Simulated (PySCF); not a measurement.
Computed with CAM-B3LYP-D3(BJ)/def2-TZVP run with PySCF. All species are isolated molecules in the gas phase. One relaxed conformer stands for a flexible species; it need not be the lowest. 

Reference species (SMILES): `[GaH3]` (neutral, multiplicity 1).

The HOMO is -10.01 eV, the HOMO–LUMO gap is 9.06 eV and the LUMO comes out as -0.95 eV.

Changed species: `[OH][GaH2]` (2 of 3 OH replaced by H; the reference has 3 of 3 OH replaced by H).

Problem. Predict the effect on the HOMO, HOMO–LUMO gap and LUMO.

Solution. the HOMO increases by 0.06 eV, to -9.95 eV; the HOMO–LUMO gap rises by 0.58 eV, to 9.64 eV; the LUMO increases by 0.64 eV, to -0.31 eV.
